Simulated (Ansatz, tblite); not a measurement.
Removing an electron: the cluster Al2Ru⁻. Total charge -1; doublet. Geometry: B3LYP-D4/def2-TZVPD. Ansatz, gas phase; energy differences of separate SCF runs; the oxidised species is a triplet (the singlet lies 0.31 eV higher at PBE0-D4/def2-TZVPD).

```xyz
3

Ru   -0.829    0.474   -0.733
Al    0.916   -0.999   -0.694
Al   -0.087    0.526    1.426
```

In the def2 sets Ru takes a core potential; there is no spin–orbit coupling. The xTB rows come from tblite. The structure comes from a short search, and lower isomers may exist.

(1) Estimate orbital energies and vertical ionisation energies at: GFN1-xTB; GFN2-xTB; PBE-D4/def2-TZVPD; r2SCAN-D4/def2-TZVPD; PBE0-D4/def2-TZVPD.

Answers

(1) 
```tsv
level	−HOMO (eV)	vertical IE (eV)	−LUMO (eV)	HOMO–LUMO gap (eV)	remarks
GFN1-xTB	–	4.67	–	–	–
GFN2-xTB	–	4.27	–	–	–
PBE-D4/def2-TZVPD	-0.21	1.92	-1.11	0.90	HOMO above zero (-1 doublet)
r2SCAN-D4/def2-TZVPD	-0.09	1.84	-1.46	1.38	HOMO above zero (-1 doublet), spin-contaminated (⟨S²⟩ 0.94) (-1 doublet), spin-contaminated (⟨S²⟩ 2.13) (triplet)
PBE0-D4/def2-TZVPD	0.32	1.70	-1.98	2.30	spin-contaminated (⟨S²⟩ 0.96) (-1 doublet)
```

  A HOMO above zero means that the electron is unbound at that level or that self-interaction error raises the level; the energy of removing that electron tells which. HOMO and LUMO are the levels of the spin that leaves or enters (xTB has no such levels and no spin-polarisation term). Other spin states of the ions may lie lower, which would lower the ionisation energy or raise the affinity. Raw xTB energy differences between charge states are shifted by several eV; the methods need an empirical correction for them.
